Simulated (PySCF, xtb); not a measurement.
F4S, SMILES FS(F)(F)F.

Harmonic wavenumbers (cm⁻¹) from GFN2-xTB run with xtb at its own minimum, in rising order: 144, 230, 299, 320, 351, 559, 710, 733, 776.

### Question
What does TPSSh-D3(BJ)/def2-SVP (PySCF 2.14.0) give at its own minimum? (Estimate from the structure and the level; the computed values follow.)

### Answer
203, 330, 429, 492, 495, 580, 812, 848, 868. Paired by order, the mean absolute difference is 104 cm⁻¹ and the zero-point energies are 5.9 and 7.2 kcal/mol.
